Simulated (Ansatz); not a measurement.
H$_{8}$NSi$_{3}$ (SMILES [SiH2]N([SiH3])[SiH3]), doublet, geometry from GFN2-xTB; PBE0/def2-SV(P) run with Ansatz (a quantum-chemistry and plane-wave program).

Ansatz was given this input:
Ansatz 0.2 input:
```yaml
crystal:
  periodic: [false, false, false]
  atoms:
    - {symbol: Si, position_ang: [-1.47364623, 0.97915788, 0.10119273]}
    - {symbol: N, position_ang: [-0.02855557, 0.01775256, -0.10114220]}
    - {symbol: Si, position_ang: [-0.07557252, -1.70822116, -0.32289834]}
    - {symbol: Si, position_ang: [1.47984239, 0.83626679, 0.20613860]}
    - {symbol: H, position_ang: [-2.64215403, 0.17014466, -0.23493460]}
    - {symbol: H, position_ang: [-1.52822465, 1.51685104, 1.46178256]}
    - {symbol: H, position_ang: [1.03664479, -2.08206137, -1.19268294]}
    - {symbol: H, position_ang: [-1.35800550, -2.02445750, -0.94782448]}
    - {symbol: H, position_ang: [0.03909887, -2.38099058, 0.97547449]}
    - {symbol: H, position_ang: [1.69370871, 0.96909734, 1.65166129]}
    - {symbol: H, position_ang: [1.36709189, 2.15712664, -0.41122043]}
    - {symbol: H, position_ang: [2.56299807, 0.04917280, -0.37632212]}
basis:
  gaussian:
    orbitals: def2-SV_P_.json
hamiltonian:
  xc: pbe0
magnetization: {spin_polarized: true, initial_magnetization: 1}
```
The basis file holds def2-SV(P) in the JSON format of the Basis Set Exchange.

It wrote (shortened):

```
Functional definition: PBE0
894 factors; integrals over basis functions are off by at most 6.5e-4 eV
mean field evaluation 1: about -25227.1920 eV, gradient 3.4e1 eV
mean field evaluation 2: about -25214.3078 eV, gradient 6.0e1 eV
mean field evaluation 4: about -25231.9694 eV, gradient 1.1e0 eV
mean field evaluation 8: about -25232.0229 eV, gradient 2.2e-2 eV
mean field evaluation 16: about -25232.0229 eV, gradient 4.0e-5 eV
mean field -25232.02293413 eV, -927.2597399498 hartree, gradient 4.0e-5 eV, S^2 0.751761; 0 other end points of the search recorded, 0 dependent functions left out
reference -25232.02296503 eV, -927.2597410853 hartree; 29, 28 occupied and 55, 56 virtual orbitals, 894 factors
Total energy: -25232.02296503 eV, -927.2597410853 hartree
```
